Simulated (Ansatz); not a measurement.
Species: C2HCl2, charge 0, doublet. C2HCl2 (SMILES Cl/[C]=C/Cl, doublet).
B3LYP-D3(BJ)/def2-TZVP minimum from Ansatz (a quantum-chemistry and plane-wave program):
```
C
C 1 1.3080
H 1 1.0842 2 123.77
Cl 2 1.6645 1 134.98 3 0.00
Cl 1 1.7372 3 114.03 2 180.00
```
Charge 0, spin multiplicity 2.

Hartree-Fock and MP2 correlation energies in hartree (Ansatz). UHF or UKS for unpaired electrons; spin-orbit terms are left out. Cores are frozen in correlated methods. No relativity. The UHF reference of C2HCl2 (Cl/[C]=C/Cl, doublet) is spin-contaminated (<S^2> up to 0.23 over the pure value in the sets run).

```csv
basis,X,E(HF),"E(corr, MP2)"
cc-pV(T+d)Z,3,-995.29188,-0.64465
cc-pV(Q+d)Z,4,-995.30408,-0.70110
cc-pV(5+d)Z,5,-995.30643,withheld
```

### Question
Fit E(corr) = E∞ + A/X³ to X = 3 and 4, predict X = 5, and compare with the run.

### Answer
A = (-0.64465 - (-0.70110))/(1/27 - 1/64) = 2.6364; E∞ = -0.70110 - A/64 = -0.74229; at X = 5, E∞ + A/125 = -0.72120. The run gave -0.72448, 3.28 mEh below the prediction. The same form on X = 4 and 5 gives E∞ = -0.74901, 6.72 mEh below the first estimate.
